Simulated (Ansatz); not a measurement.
Species: LaBr$_{3}$, charge -1, multiplicity 2. The spin state was set by rule; other spins were not relaxed. SMILES of the parent species: [Br][La]([Br])[Br]
Geometry from a B3LYP-D3(BJ)/def2-TZVP (Ansatz, a quantum-chemistry and plane-wave program) optimisation:
```
La
Br 1 2.8770
Br 1 2.8770 2 120.00
Br 1 2.8770 2 120.00 3 -180.00
```
Charge -1, spin multiplicity 2.

Question: Give the harmonic wavenumbers at B3LYP-D3(BJ)/def2-TZVP (Ansatz, finite differences of forces, unscaled).

Answer: 28, 39, 39, 153, 194, 194 cm⁻¹. Zero-point energy 0.9 kcal/mol.
